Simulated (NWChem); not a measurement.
# Si2H4F2; SMILES F[SiH](F)[SiH3]

```xyz
8

Si    -0.1040     1.7388     0.0000
Si     0.3934    -0.5549     0.0000
F     -0.2929    -1.2409     1.3160
F     -0.2929    -1.2409    -1.3160
H     -1.5954     1.9247     0.0000
H      0.4846     2.3806     1.2265
H      0.4846     2.3806    -1.2265
H      1.8465    -0.9248     0.0000
```
Atoms are numbered in this order, from 1.

All runs: NWChem. Structure relaxed at the PBE-D3(BJ)/def2-SVP level.

Problem. Taking PBE/pcseg-2 as the yardstick, which of these has the fewest basis functions while keeping “dipole (D)” within 0.05 D of it: PBE/pcseg-1; PBE/aug-pcseg-1; PBE/def2-SVP; PBE/STO-3G?

Solution. PBE/aug-pcseg-1.
```
level            basis functions  dipole (D)  relative time (rough)
---------------  ---------------  ----------  ---------------------
PBE/STO-3G                    32        0.55                      1
PBE/pcseg-1                   84        1.98                      2
PBE/def2-SVP                  84        1.59                      2
PBE/aug-pcseg-1              136        1.86                      7
PBE/pcseg-2                  184        1.87                     10
```

The yardstick is one finite set, not the basis-set limit.
